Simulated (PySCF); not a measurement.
The scaffold SiH2(OH)-X carries different groups X. Gas-phase values, no solvent. One relaxed conformer stands for each flexible species; it need not be the lowest. Strings in code marks are SMILES.

All values below come from PBE-D3(BJ)/def2-TZVP // PBE0-D4/def2-TZVP in PySCF 2.14.0. All candidates: neutral, multiplicity 1. Excitations are Tamm–Dancoff values on a coarser integration grid. The basis has no diffuse functions, so Rydberg states are missing or too high.

- LUMO = -0.50 eV
- HOMO–LUMO gap = 7.31 eV
- S1 excitation (TDA) = 7.42 eV

Problem. Which member has these values?
A) `O[SiH2]F` (H–O–Si–F torsion 72°)
B) `CC[SiH2]O` (C–C–Si–O torsion 178°, C–Si–O–H torsion 71°)
C) `CC(=O)[SiH2]O` (O–C–Si–O torsion 0°, C–Si–O–H torsion 0°)
D) `CN[SiH2]O` (C–N–Si–O torsion 83°, N–Si–O–H torsion -73°)

Solution. A, `O[SiH2]F` (H–O–Si–F torsion 72°). The others give `CN[SiH2]O` (C–N–Si–O torsion 83°, N–Si–O–H torsion -73°): -0.21 eV, 5.38 eV, 5.62 eV; `CC[SiH2]O` (C–C–Si–O torsion 178°, C–Si–O–H torsion 71°): -0.47 eV, 6.20 eV, 6.30 eV; `CC(=O)[SiH2]O` (O–C–Si–O torsion 0°, C–Si–O–H torsion 0°): -2.50 eV, 3.26 eV, 3.58 eV
